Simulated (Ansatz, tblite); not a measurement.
Cost and result up the ladder for diborane tri Cl (B2H3Cl3) (8 atoms). Charge 0, multiplicity 1. Geometry: r2SCAN-D4/def2-SVP.

| atom | x (Å) | y (Å) | z (Å) |
| --- | --- | --- | --- |
| B1 | -0.2736 | 0.5697 | 0.6014 |
| Cl2 | -1.9496 | 0.6029 | 1.1780 |
| Cl3 | 0.9227 | 1.7059 | 1.2329 |
| H4 | -0.2944 | 0.5818 | -0.7553 |
| B5 | 0.2013 | -0.6448 | -0.6454 |
| Cl6 | 1.8659 | -0.7119 | -1.2485 |
| H7 | -0.6459 | -1.3946 | -1.0433 |
| H8 | 0.1737 | -0.7090 | 0.6802 |

Ansatz on 4 threads of Arm Neoverse N1 on a shared host; xTB runs through tblite on one thread. Times are rough, summed over both states, and most runs start from the orbitals of an earlier one. PBE0-D4/def2-TZVP serves as the yardstick here, not as an exact answer. The other state is a triplet.

The xTB rows come from tblite.

xTB has no spin-polarisation term.

```
                          level  functions  wall time  vertical triplet (eV)  difference from PBE0-D4/def2-TZVP (eV)
                       GFN1-xTB         41    0.017 s                   6.02                                    0.17
                       GFN2-xTB         38    0.017 s                   4.96                                   -0.89
               PBE-D4/def2-TZVP        191       11 s                   5.33                                   -0.52
PBE0-D4/def2-TZVP (with forces)        191       24 s                   5.85                                    0.00
            r2SCAN-D4/def2-TZVP        191       32 s                   5.56                                   -0.29
```
